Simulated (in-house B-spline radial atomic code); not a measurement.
The bromine ion Br⁶⁺: [Ar] (3d3/2)3 (3d5/2)6 4s1 (6g9/2)1 (an excited or competing configuration)

Method: Dirac-Hartree-Fock, average of the jj configuration, Fermi nucleus of rms radius 4.1629 fm. Calculated with a radial B-spline atomic code at the basis-set limit.

Screening seen three ways: the hydrogenic charge with the same mean radius, Z_r = [3n² - l(l+1)]/(2<r>), the one with the same energy, Z_e = n√(-2ε), and Slater's rules. Values are occupation-weighted means over j. An effective charge above Z reflects the relativistic contraction of the inner shells.

```tsv
shell	electrons	ε (eV)	<r> (bohr)	Z_r	Z_e	Slater
1s	2	-13692	0.04273	35.10	31.72	34.70
2s	2	-1951.6	0.1886	31.82	23.95	30.85
2p	6	-1731.2	0.1652	30.26	22.56	30.85
3s	2	-395.12	0.5423	24.89	16.17	23.75
3p	6	-322.24	0.5526	22.62	14.60	23.75
3d	9	-204.14	0.5582	18.81	11.62	14.20
4s	1	-116.9	1.377	17.43	11.72	10.55
6g	1	-18.565	6.257	7.03	7.01	-
```

The least bound orbital is 6g9/2 at -18.56 eV, and it is also the most diffuse (<r> = 6.257 bohr).

For the 1s electron the small component carries 1.61 % of the norm, the zero-frequency Breit interaction raises the level by 21.56 eV, self-energy by 11.38 eV, and vacuum polarisation lowers it by 1.161 eV.
